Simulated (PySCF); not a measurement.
**NMR data sheet: C4H9NOSi2**

| Quantity | Value |
| --- | --- |
| Formula | C4H9NOSi2 |
| SMILES | [SiH3]Nc1coc([SiH3])c1 |
| Point group of the computed structure | C1 |
| Degrees of unsaturation | 3 |
| Carbon signals | 4 |
| Proton signals | 5 |

Atom-mapped SMILES (the numbers label the heavy atoms): `[SiH3:1][NH:2][c:3]1[cH:4][o:5][c:6]([SiH3:7])[cH:8]1`. Hydrogens are named by the atom that carries them.

Single conformer, relativity neglected, in vacuum, equivalent nuclei averaged. GIAO PBE0/pcSseg-1 shieldings; GFN2-xTB geometry; PySCF.

Shifts are taken against calculated references (same method and geometry level): 1H (σ = 31.72 ppm) and 13C (σ = 186.93 ppm) and 29Si (σ = 349.16 ppm) against TMS; 15N (σ = 267.73 ppm) against NH3; 17O (σ = 336.08 ppm) against H2O.

| carbon | δC, type | δH (multiplicity) | HMBC from (2–3 bonds) | span of the C tensor (ppm) |
| --- | --- | --- | --- | --- |
| C3 | 141.7, C | – | H(C4), H(C8), H(Si1) | 157 |
| C4 | 137.0, CH | 7.52 (m) | H(C8) | 112 |
| C6 | 153.2, C | – | H(C4), H(C8), H(Si7) | 139 |
| C8 | 119.9, CH | 6.78 (m) | H(C4), H(Si7) | 179 |

Other nuclei:
```
 atoms  nucleus                           environment  δ (ppm)  σ (ppm)
H(Si1)       1H     hydrogen on a silicon bonded to N     4.85    26.87
H(Si7)       1H     hydrogen on a silicon bonded to C     4.43    27.29
 H(N2)       1H  hydrogen on an aniline-type nitrogen     2.52    29.20
   Si1     29Si              silicon bonded to N, 3 H    -63.3    412.5
   Si7     29Si              silicon bonded to C, 3 H    -87.0    436.1
    N2      15N                 aniline-type nitrogen     35.9    231.8
    O5      17O                  aromatic ring oxygen    300.9     35.2
```

Carbon types of the structure: 2 × C, 2 × CH, leaving 7 H on heteroatoms. δC 153.2: substituted aromatic carbon next to the ring oxygen. δC 141.7: aromatic carbon bearing nitrogen; the electronegative substituent deshields the carbon that carries it. δC 137.0: aromatic CH next to the ring oxygen. δC 119.9: aromatic CH; it is ortho or para to a lone-pair donor and shielded by resonance. δH 6.78: hydrogen on an aromatic CH; π donation from the O or N substituent shields it against benzene.

The OH or NH signal is concentration- and solvent-dependent in practice; the value given is the gas-phase one. Shifts are as computed. Against solution values, carbons near 30 ppm lie about +3 ppm off and those near 130 ppm about +5 ppm. Of 1211 compounds with measured shifts, 218 miss one by over three times the rms of a fit or turn the order of signals round; such compounds aren't used in these exercises. Unscaled 17O shifts of doubly bonded oxygen tend to come out too high, by tens of ppm or more. Experimental scales use liquid or dissolved standards, which lie at an offset from isolated NH3 (liquid NH3: subtract about 20 ppm) and H2O (liquid H2O: subtract about 36 ppm). No couplings were computed; multiplicities are counted from neighbouring protons, with m where these are inequivalent, close in shift, in a saturated or five-membered ring or joined by F or P, and br s for small geminal =CH2 splittings.
